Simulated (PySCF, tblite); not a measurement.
Isomers of C7H11FOSi, one GFN2-xTB conformer each. Single-point energies are computed at PBE0/pcSseg-1 (PySCF, gas phase, no added dispersion term), electronic only.

**Question.** Rank them by PBE0/pcSseg-1 energy, lowest first (kJ/mol).
A. `[F:1][C@@H:2]1[CH2:3][O:4][CH2:5][Si@:6]12[CH:7]=[CH:8][CH2:9][CH2:10]2` with F1–C2–C3–O4 -155°, C2–C3–O4–C5 53°, C3–O4–C5–Si6 -42°, O4–C5–Si6–C7 141°
B. `[CH:1]#[C:2][Si@H:3]1[C@H:4]([F:5])[C@@H:6]1[O:7][CH:8]([CH3:9])[CH3:10]` with C4–C6–O7–C8 96°, C6–O7–C8–C9 171°
C. `[CH2:1]=[C:2](/[CH:3]=[CH:4]\[O:5]/[CH:6]=[CH:7]/[F:8])[SiH2:9][CH3:10]` with C1–C2–C3–C4 173°, C3–C4–O5–C6 157°, C4–O5–C6–C7 -13°, C1–C2–Si9–C10 8°

**Answer.** A (0.0), C (154.0), B (284.4).

As drawn, the lowest has a C=C bond outside aromatic rings, which the highest lacks; the highest has a three-membered ring and a C≡C bond, which the lowest lacks. GFN2-xTB itself gives, in the same order: 0.0, 92.4, 226.9. Both levels put the same isomer lowest; measured from each level's own lowest isomer, the values differ by up to 61.6 kJ/mol (C=C(/C=C\O/C=C/F)[SiH2]C: 92.4 against 154.0).

**Question.** Which frontier levels, dipoles and rotational constants go with these structures?

**Answer.** 
```tsv
SMILES	HOMO (eV, PBE0/pcSseg-1)	LUMO (eV)	dipole (D)	A, B, C (MHz)
F[C@@H]1COC[Si@]12C=CCC2	-6.93	-0.29	2.16	1950, 840.6, 716.5
C=C(/C=C\O/C=C/F)[SiH2]C	-6.40	-1.04	1.62	2187, 512.6, 429.9
C#C[Si@H]1[C@H](F)[C@@H]1OC(C)C	-6.75	-0.59	2.07	2319, 568.3, 508.2
```

**Question.** What happens when harmonic zero-point energies from GFN2-xTB frequencies are added?

**Answer.** 
```
                         SMILES  ZPE (kJ/mol)  electronic (kJ/mol)  with ZPE (kJ/mol)
       F[C@@H]1COC[Si@]12C=CCC2         435.5                  0.0                0.0
       C=C(/C=C\O/C=C/F)[SiH2]C         408.4                154.0              126.9
C#C[Si@H]1[C@H](F)[C@@H]1OC(C)C         415.7                284.4              264.6
```

The zero-point energies span 27.1 kJ/mol. The order is unchanged.
